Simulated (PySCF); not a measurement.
Run record: geometry optimisation, `[F][Pt]([F])([F])([F])([F])[F]` [triplet].

Method: PBE0-D3(BJ)/def2-SVP geometry optimisation, gas phase, def2 core potentials past Kr (PySCF 2.14.0). Start geometry: GFN2-xTB. The input is one job of a driver script: a line of settings, then coordinates in Å.

Input:
```
{"job": {"xc": "PBE0", "basis": "def2-SVP", "d3": "d3bj", "grid": 1, "maxiter": 40, "kind": "geom"}, "charge": 0, "multiplicity": 3}
Pt     0.000450    -0.000010    -0.000140
F     -0.018910    -0.008950     1.876160
F      0.018650     0.010210    -1.876340
F      1.876980     0.005300     0.018140
F     -1.876090    -0.006390    -0.018310
F     -0.005880     1.876480     0.010220
F      0.004800    -1.876630    -0.009720
```

Output:
```
step   0  E = -717.14200973  max force = 0.020507
step   1  E = -717.14351870  max force = 0.009598
step   2  E = -717.14400077  max force = 0.000781
step   3  E = -717.14399660  max force = 0.000477
step   4  E = -717.14400347  max force = 0.000148
optimisation converged
```

Energies in Eh; «max force» is the largest Cartesian gradient component in Eh/bohr.

Problem. How much energy does the optimisation release, in kJ/mol?

Solution. E(step 0) − E(last step) = 0.001994 Eh, which is 5.2 kJ/mol.

Summary of the converged run: final energy -717.14400 Eh after 4 steps; dipole 0.00 D.

Problem. Give the final coordinates.

Solution. 0.023 Å rms from the input after alignment:
```
atom  x, y, z in Å
Pt1   -0.0001    0.0001    0.0000
F2    -0.0109   -0.0077    1.8392
F3     0.0114    0.0071   -1.8392
F4     1.8612    0.0035    0.0131
F5    -1.8614   -0.0032   -0.0125
F6    -0.0032    1.8615    0.0050
F7     0.0030   -1.8612   -0.0058
```

Hardware: one thread of an Arm Neoverse V2, shared host. Cost: 62 s.
Labels such as C1 count atoms from 1, the log's own numbers from 0.

For an open-shell metal species like this, the optimisation's SCF solution wasn't tested for stability and no frequencies at its level were run, so a lower state or another shape may exist.
